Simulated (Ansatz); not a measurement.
A series at Si: from `N[SiH2][SiH2]N`, ligands are replaced one by one, each step taking up H₂O and setting free H₂; n counts the steps. Ansatz, PBE0-D4/def2-TZVP geometries. Each molecule was computed in one conformer, which needn't be the lowest.

```csv
n,molecule,"HOMO energy, ωB97M-V/def2-TZVPP (eV)"
0,`N[SiH2][SiH2]N`,-9.41
1,`N[SiH2][SiH](N)O`,-9.27
2,`N[Si@H](O)[Si@H](N)O`,?
3,`N[SiH](O)[Si](N)(O)O`,-9.17
```

Problem. By hand: fit a straight line y = ȳ + b (n − n̄) to the 3 given rows and predict n = 2.

Solution. n̄ = 1.333, ȳ = -9.283; Σ(n − n̄)(y − ȳ) = 0.353, Σ(n − n̄)² = 4.667, so b = 0.076 eV a step. Prediction: -9.283 + (0.076) × (0.667) = -9.23 eV.

Problem. By hand: compare with the computed value, -9.49 eV, and give the steps along the whole series.

Solution. The line misses by -0.26 eV (computed minus predicted). Steps: 0.14, -0.22, 0.32 eV.

The steps change sign along the series, so a line is a poor guide. The highest orbital can change its character along such a series. The miss is 81.2 % of the series' range.
